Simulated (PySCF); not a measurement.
CH6BeSSi, SMILES C[S][Be][SiH3].

Coordinates come from a B3LYP-D3(BJ)/def2-SVP optimisation. The values are those of a single conformer.

Level of theory: TDDFT-CAM-B3LYP/def2-SVPD (PySCF 2.14.0).

Vertical excitations. Isolated molecule, no solvent.

Task: Estimate the UV-visible absorptions. (An estimate is asked for; the answer gives what the named calculation found.)

Result: 
```tsv
state	energy (eV)	λ (nm)	f	main pairs
S1	4.35	285	0.000	HOMO→LUMO 95 %
S2	5.13	242	0.018	HOMO−1→LUMO 88 %
S3	5.63	220	0.145	HOMO→LUMO+1 86 %
S4	5.75	216	0.014	HOMO−1→LUMO+1 93 %
S5	6.31	197	0.049	HOMO→LUMO+2 81 %
S6	6.36	195	0.036	HOMO−2→LUMO 89 %
S7	6.79	183	0.005	HOMO→LUMO+4 45 %, HOMO→LUMO+6 17 %, HOMO→LUMO+3 14 %, HOMO−2→LUMO+1 12 %
S8	7.03	176	0.044	HOMO−2→LUMO+1 77 %
S9	7.11	174	0.360	HOMO−1→LUMO+2 90 %
S10	7.29	170	0.006	HOMO−4→LUMO 86 %
T1	4.13	300	0	HOMO→LUMO 92 %
T2	4.33	286	0	HOMO−1→LUMO 88 %
T3	4.69	264	0	HOMO→LUMO+1 92 %
T4	4.86	255	0	HOMO−1→LUMO+1 87 %
```
Triplets are in the Tamm–Dancoff approximation, which puts them higher than full response would, so one can lie above its singlet here.
